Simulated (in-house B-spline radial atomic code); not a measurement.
Ionising Cl IX (Cl8+) with different functionals

Computed with a B-spline radial code for spherical atoms: four-component Dirac-Coulomb Hamiltonian, Fermi nucleus of rms radius 3.3654 fm, spin-restricted, spherical fractional occupations for the functionals, and exact exchange of hybrids averaged over the configuration. The ionisation energy is the difference of two self-consistent energies, [He] 2s2 2p5 → [He] 2s2 2p4, without Breit or QED terms; ε is the level of the shell that loses the electron (mean over j). The electron is taken from both j subshells in proportion to 2j + 1, so the result is a j average, not the step between ground levels.

| method | rung | ΔSCF (eV) | -ε(2p) (eV) |
| --- | --- | --- | --- |
| B97-1 | global hybrid | 405.64 | 383.87 |
| B3LYP | global hybrid | 405.85 | 383.74 |
| PBE0 | global hybrid | ? | ? |
| BHandHLYP | global hybrid | ? | ? |

Problem. What does PBE0 give?

Solution. ΔSCF 405.47 eV, and -ε(2p) = 384.93 eV.

Problem. What does BHandHLYP give?

Solution. ΔSCF 405.27 eV, and -ε(2p) = 392.43 eV.

Problem. Among the functionals, which spreads more, the ΔSCF values or the orbital energies?

Solution. The orbital energies: ΔSCF values span about 0.58 eV and the orbital energies 8.68 eV; here energy differences depend much less on the functional than eigenvalues do.

Problem. How do they compare with the NIST value?

Solution. NIST lists 400.85 eV ± 0.012 (measured, ground level to ground level). Errors run from +4.42 to +5.00 eV. The correlated functionals all miss on the same side by more than they spread, so the cause is common to them (Breit-QED terms, spin polarisation, the choice among j levels, multiplet and fine-structure energies, or a listed next ion that isn't the cheapest removal here) and closeness doesn't rank the functionals.
